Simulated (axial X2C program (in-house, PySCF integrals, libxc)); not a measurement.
# Potential curves of CrH⁻, two-component

All values were computed with an in-house all-electron X2C program for linear molecules (integrals from PySCF). Two-component (2c) means X2C with spin–orbit coupling and atomic mean-field two-electron Coulomb and Gaunt terms. Basis: Cr dyall-acv3z [10s11p7d4f2g], H dyall-av3z [7s3p2d] (cores contracted in-house); Gaussian nuclei, density fitting, unrestricted open shells. Masses: Cr 51.941 u, H 1.008 u.

State: Ω = 3 (⟨Sz⟩ = 3.00, ⟨Lz⟩ = 0.00 at HF). Energies in kJ/mol from the fragments at the same level (Cr + H-). Fits are polynomials in 1 − R0/R over 0.85 to 1.23 times the lowest point R0.

```tsv
R (Å)	MP2
1.5329	-154.24
1.6034	-169.44
1.6563	-176.64
1.7091	-181.02
1.7620	-183.14
1.8237	-183.35
1.8853	-181.66
1.9646	-177.41
2.0615	-170.03
2.2025	-156.85
```

Correlated methods: 8 electrons correlated (number of frozen shells: Cr 3 s, 2 p; H none), 244 virtual spin orbitals or spinors in MP2.

The state is one determinant whose occupation by symmetry is held fixed; it was picked as the lowest of a PBE0 search that is not exhaustive. Dissociation energies refer to the lowest single-determinant-based atoms at the same level and basis. Other states lie close and PBE0, whose exact exchange favours high spin, may order them wrongly; the determinant shown need not be the ground state. The nearest other spin-free determinant of the search, M_S = 2, Λ = 0, lies 0.06 eV up at the distance of the search. With several unpaired electrons one determinant need not be a pure state. A state of lower Ω lies just above, and one determinant can place such states too high, so the state shown need not be the lowest. The search has Ω = 2 only 0.06 eV up. Open-shell Ω = 0 determinants with evenly filled partner blocks cannot be reached by this program, so the Ω shown need not be the lowest component. MP2 and coupled cluster on one determinant become unreliable at the stretched end.

(1) Fit the MP2 curve near its minimum: give the equilibrium distance, the harmonic wavenumber and the well depth.

Answers

(1) At MP2, 2c: Re = 1.798 Å, ωe ≈ 1260 cm⁻¹, De = 1.90 eV to Cr + H-; Be follows as 5.27 cm⁻¹.
